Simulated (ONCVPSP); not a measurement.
## Ranking ONCV potentials for magnesium

All share these settings but for the change named:

```json
{
 "Element": "Mg",
 "Generator": "ONCVPSP 4.0.1",
 "Type": "optimised norm-conserving Vanderbilt (ONCV)",
 "Functional": "PBEsol",
 "Relativity": "scalar-relativistic",
 "Frozen core": "[He]",
 "Valence charge": "10",
 "Reference configuration": "2s2 2p6 3s2",
 "Partial waves": "2s+3s: rc 1.25 bohr, ncon 4, nbas 9, qcut 12.5 1/bohr, 2 projectors; 2p: rc 1.00 bohr, ncon 4, nbas 7, qcut 15.3 1/bohr, 2 projectors, debl 1.4 Ha; d scattering state at 0.05 Ha: rc 1.15 bohr, ncon 4, nbas 8, qcut 8.7 1/bohr, 2 projectors, debl 3.3 Ha",
 "Local potential": "polynomial inside 0.70 bohr (lpopt 4, dvloc0 0 Ha)",
 "Core correction": "Teter function, fcfact 6, rcfact 1.5"
}
```

In the p channel the program set the typed energies aside and used -1.711, 0.250 Ha.

Test errors are all-electron minus pseudo excitation energies from the reference, over 2s2 2p6 3s1; 2s2 2p6 3s0; 2s2 2p6 3s1.5; 2s1 2p6 3s2. None of these files shows a bound ghost.

The base gives 223.9 meV.

Of 6 variants that were run, those that failed, showed a ghost or another fault, or gave nearly equal values are left out.

A variant can come out equal or close to the base, since the largest error may sit in a test that the change hardly touches while other tests move.

Q: Rank these variants by their largest absolute test error, smallest first.
A. local potential polynomial inside 0.80 bohr (lpopt 5, dvloc0 0 Ha)
B. s: rc 0.96
C. core correction none

A: B (128.7 meV), C (191.6 meV), A (223.9 meV).
